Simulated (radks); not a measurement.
Q: The rhodium ion Rh4+, 41 electrons, occupied as [Kr] 4d4 4f1 (not the ground configuration). All-electron calculation, Dirac Kohn-Sham, LDA (Slater exchange, Perdew-Zunger correlation), spin-unpolarised, spherical densities, point nucleus; open shells fill j = l - 1/2 first. Program: a radial shooting solver on a logarithmic mesh with Libxc functionals.

Spin-orbit splittings of the eigenvalues, e(l+1/2) - e(l-1/2), with zeta = 2 splitting/(2l+1) and mean radii in bohr:

shell  occ.  splitting (eV)  zeta (eV)  <r> j=l-1/2  <r> j=l+1/2
2p        6           144.4      96.25       0.1204       0.1252
3p        6           24.89      16.60       0.3832       0.3940
3d       10           4.922      1.969       0.3680       0.3715
4p        6               ?          ?        1.024        1.050
4d        4          0.5750     0.2300        1.270        1.280
4f        1         0.01051   0.003002        2.583        2.585

Estimate the 4p splitting.

A: 4.262 eV (zeta = 2.841 eV).
